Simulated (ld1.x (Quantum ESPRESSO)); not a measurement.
# An odd input for ld1.x (Quantum ESPRESSO) 7.5 (B (Z = 5))

Command:

```bash
ld1.x < B.in > B.out
```

Input:

```
&input
   title='B', zed=5., rel=0, dft='PBE', iswitch=3, isic=1,
   config='[He] 2s2 2p1',
   nld=2, rlderiv=2.90, eminld=-3.0, emaxld=5.0, deld=0.02
 /
 &inputp
   pseudotype=2, tm=.false., rho0=0.02, lloc=1,
   nlcc=.true., new_core_ps=.true., rcore=1.30,
   file_pseudopw='B.UPF', file_wfcaegen='ae.wfc', file_wfcncgen='nc.wfc', file_beta='beta', file_chi='chi'
 /
2
2S  1  0   2.00   0.00  1.40  1.40  0.0
2P  2  1   1.00   0.00  2.65  2.65  0.0
 &test
   configts(1)='2s2 2p1'
 /
```

Output:

```
Program LD1 v.7.5

 %%%%%%%%%%%%%%%%%%%%%%%%%%%%%%%%%%%%%%%%%%%%%%%%%%%%%%%%%%%%%%%%%%%%%%%%%%%%%%
     Error in routine ld1_readin (1):
     SIC available with all-electron only
 %%%%%%%%%%%%%%%%%%%%%%%%%%%%%%%%%%%%%%%%%%%%%%%%%%%%%%%%%%%%%%%%%%%%%%%%%%%%%%

     stopping ...
```

**Question.** This input was made by a single change from one that runs to its end. What was changed?

**Answer.** The change: self-interaction correction asked for in a generation. The program refuses the input: "ld1_readin: SIC available with all-electron only".
